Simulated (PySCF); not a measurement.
SMILES [F][Mg][F], singlet (B3LYP/def2-SVP optimised geometry):

```
3

Mg     0.000     0.000     0.000
F     -1.754     0.000    -0.001
F      1.754     0.000     0.000
```

Computed with B3LYP/def2-TZVP (PySCF).

Q: What are the frontier orbital energies and the dipole moment?

A: HOMO-2 -10.07 eV, HOMO-1 -10.01 eV, HOMO -10.01 eV, LUMO -2.20 eV, LUMO+1 0.02 eV; dipole moment 0.00 D.

Meta-Löwdin charges at B3LYP/def2-TZVP: Mg1 1.65, F2 -0.82, F3 -0.82.
